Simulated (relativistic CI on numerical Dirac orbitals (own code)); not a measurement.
Spin-allowed bands of a d3 ion in an octahedral site, by hand

Problem. Take Δ = 16200 cm⁻¹ and B = 790 cm⁻¹ for a d3 ion in an octahedral site. Calculate the three spin-allowed bands.

Working.
1. The terms of highest spin are 4F (energy 0) and 4P (15B = 11850 cm⁻¹). Here the F term splits into A2 at −1.2Δ = -19440, T2 at −0.2Δ = -3240 and T1 at +0.6Δ = 9720 cm⁻¹.
2. The two T1 states mix through the element 0.4Δ: H = [[9720, 6480], [6480, 11850]], with roots ½(H₁₁ + H₂₂) ∓ ½√[(H₂₂ − H₁₁)² + 4H₁₂²] = ½(21570) ∓ ½(13134) = 4218 and 17352 cm⁻¹.
3. The ground term is 4A2 at -19440 cm⁻¹.
4. Bands: 4T2 16200 cm⁻¹ (617 nm), 4T1(F) 23658 cm⁻¹ (423 nm), 4T1(P) 36792 cm⁻¹ (272 nm).

Check. Exact diagonalisation of the whole d3 shell with these parameters gives 4T2 16200, 4T1 23658, 4T1 36792 cm⁻¹. The match is exact, since without spin-orbit coupling no other term has this spin. The ratio of the second band to the first, 1.460, depends on Δ/B = 20.5 alone, which is how a Tanabe-Sugano diagram is read.
